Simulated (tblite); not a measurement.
Species: C₂AlBF₄.
Bonds: F1–B2, B2–F3, B2–C4, C4–C5 (triple), C5–Al6, Al6–F7, Al6–F8.

Computed with GFN2-xTB (tblite), gas phase: L-BFGS steps from a force-field or distance-geometry start until the largest atomic force falls under 0.01 eV/Å.

Step 2: E = -698.2155 eV
```
atom  x, y, z in Å  |  force x, y, z in eV/Å
F1      0.8207    2.2756    2.4685    5.421   1.414   6.656
B2      0.0498    2.1187    1.5796   -2.074  -8.402  -4.576
F3     -0.5331    3.0187    1.0306   -3.495   5.731  -2.863
C4     -0.0825    0.6507    0.8578    0.029   6.245   4.023
C5     -0.0400   -0.3123    0.2116    0.105  -6.520  -4.271
Al6    -0.0492   -2.1242   -0.8628   -0.351   2.940   1.717
F7     -1.3941   -2.5813   -1.5991   -1.004  -0.384  -0.709
F8      1.2374   -3.0365   -0.6760    1.369  -1.024   0.024
```

Step 3: E = -699.4092 eV
```
atom  x, y, z in Å  |  force x, y, z in eV/Å
F1      0.8955    2.2927    2.5300   -0.854  -0.067  -0.404
B2     -0.0052    2.0427    1.5789    0.981  -0.122  -0.588
F3     -0.5607    3.0815    0.9826   -0.010  -0.078   0.544
C4     -0.0752    0.6798    0.8652   -0.024  -0.957  -0.401
C5     -0.0392   -0.3480    0.1937   -0.112   0.307   0.122
Al6    -0.0464   -2.0718   -0.8550   -0.179   0.279   0.782
F7     -1.4333   -2.5999   -1.6175    0.645   0.275   0.190
F8      1.2735   -3.0676   -0.6677   -0.446   0.363  -0.244
```

**Question.** Estimate the geometry and energy of step 4. (The exact step hangs on the optimiser's Hessian estimate; all steps are aligned on step 3, rigid shifts and turns removed.)

**Answer.** E = -699.4868 eV, largest force 1.003 eV/Å
```
atom  x, y, z in Å  |  force x, y, z in eV/Å
F1      0.8786    2.2911    2.5252   -0.403  -0.017  -0.065
B2      0.0167    2.0394    1.5601    0.495  -0.193  -0.599
F3     -0.5623    3.0789    0.9948   -0.049   0.010   0.353
C4     -0.0772    0.6727    0.8664    0.057  -0.738  -0.384
C5     -0.0407   -0.3487    0.1907   -0.116   0.072   0.028
Al6    -0.0504   -2.0740   -0.8422   -0.148   0.576   0.808
F7     -1.4174   -2.5926   -1.6119    0.327   0.149   0.040
F8      1.2617   -3.0575   -0.6729   -0.162   0.141  -0.180
```

The energy changes by -0.0776 eV. The first-order estimate −F·Δx gives -0.0958 eV and the mean of the old and new forces, exact on a quadratic surface, -0.0775 eV. The step makes an angle of 27° with the force vector and moves no atom by more than 0.029 Å.

The cost below is that of the whole relaxation. On an Arm Neoverse N1 with one thread, shared host with 64 logical CPUs at a one-minute load of 63, this took 0.34 s.
